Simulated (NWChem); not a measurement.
Molecule: C₃H₅NO; SMILES N#CCCO

```xyz
10

N      0.2875     2.5701    -0.0011
C     -0.1382     1.4902    -0.0141
C     -0.6311     0.1117    -0.0259
C      0.5167    -0.9240     0.0043
O      0.0147    -2.2440    -0.0633
H     -1.2895    -0.0343     0.8407
H     -1.2376    -0.0538    -0.9236
H      1.1509    -0.7908    -0.8762
H      1.1426    -0.7616     0.8933
H     -0.3805    -2.4657     0.7941
```
Atoms are numbered in this order, from 1.

Program: NWChem. Geometry: optimised at B3LYP/6-31G* (spherical d).

For level LDA (Slater exchange, VWN5)/def2-TZVP:

```yaml
highest occupied level (eV): -7.17
orbital gap (eV): 6.32
```

**Question.** How do the values read with level PBE0/def2-TZVP instead?

**Answer.** 
| Item | Value |
|---|---|
| highest occupied level (eV) | -8.64 |
| orbital gap (eV) | 8.93 |
